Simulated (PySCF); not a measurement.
# Tellurium: a sound run and one with changed settings

Sound run: Te [Kr] 4d10 5s2 5p4, Te⁺ [Kr] 4d10 5s2 5p3. All numbers are calculated (PySCF 2.14, a scalar-relativistic core potential, in cc-pVDZ-PP with ECP28MDF (4s3p2d, 23 functions)). In the sound run the correlated levels freeze 4s2 4p6 4d10 outside the core potential. The sound run starts from symmetry-adapted Hartree-Fock orbitals and uses a fine grid where one is needed.

Changed run: all electrons correlated in a basis built for the valence shell.

```csv
species,method,sound run (hartree),changed run (hartree),converged
Te,MP2,-267.05756,-267.08267,yes
Te⁺,MP2,-266.76144,-266.78461,yes
```

Ionisation energy of Te:

| method | sound run (eV) | changed run (eV) |
| --- | --- | --- |
| UHF | 7.700 | 7.700 |
| MP2 | 8.058 | 8.111 |
| SCS-MP2 | 8.071 | 8.100 |

A valence basis has no tight correlating functions, so it recovers only part of the core correlation, and not evenly between atom and ion.

For comparison, NIST gives 9.010 eV between the lowest levels.
